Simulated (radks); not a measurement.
C V, 2 electrons, occupied as 1s1.75 2p0.25 (fractional occupations, a model configuration). Calculated with a radial shooting solver on a logarithmic mesh with Libxc functionals: scalar-relativistic Kohn-Sham, B86b exchange with PBE correlation, spin-polarised, spherical densities, finite nucleus; open shells are filled with parallel spins first; Fermi nuclear charge, rms radius 2.4702 fm.

Normalised radial functions P(r) = r R(r), r in bohr:

```
   r/bohr * 2p up (the largest magnitude, 0.95, reaches the edge; | marks zero)
  0.01116 *
  0.01239 *
  0.01363 *
  0.01501 *
  0.01652 *
  0.01819 *
  0.02002 *
  0.02204 *
  0.02426 *
  0.02691 *
  0.02963 |*
  0.03261 |*
   0.0359 |*
  0.03951 |*
  0.04349 |*
  0.04788 |*
   0.0527 | *
  0.05848 | *
  0.06437 | *
  0.07085 |  *
  0.07799 |  *
  0.08585 |   *
   0.0945 |    *
    0.104 |    *
   0.1145 |     *
   0.1271 |       *
   0.1399 |        *
    0.154 |         *
   0.1695 |           *
   0.1865 |             *
   0.2053 |               *
    0.226 |                 *
   0.2488 |                    *
   0.2761 |                       *
   0.3039 |                          *
   0.3345 |                             *
   0.3682 |                                 *
   0.4053 |                                    *
   0.4461 |                                        *
   0.4911 |                                           *
   0.5406 |                                              *
   0.5998 |                                                 *
   0.6603 |                                                   *
   0.7268 |                                                     *
      0.8 |                                                      *
   0.8806 |                                                      *
   0.9694 |                                                     *
    1.067 |                                                   *
    1.175 |                                                *
    1.303 |                                           *
    1.435 |                                       *
    1.579 |                                 *
    1.738 |                            *
    1.913 |                      *
    2.106 |                 *
    2.318 |            *
    2.552 |        *
    2.832 |     *
    3.117 |   *
    3.431 | *
    3.777 |*
```

2p up: eigenvalue -68.533 eV, 0 radial nodes, <r> = 1.06 bohr, 90 % of the charge inside 1.71 bohr.
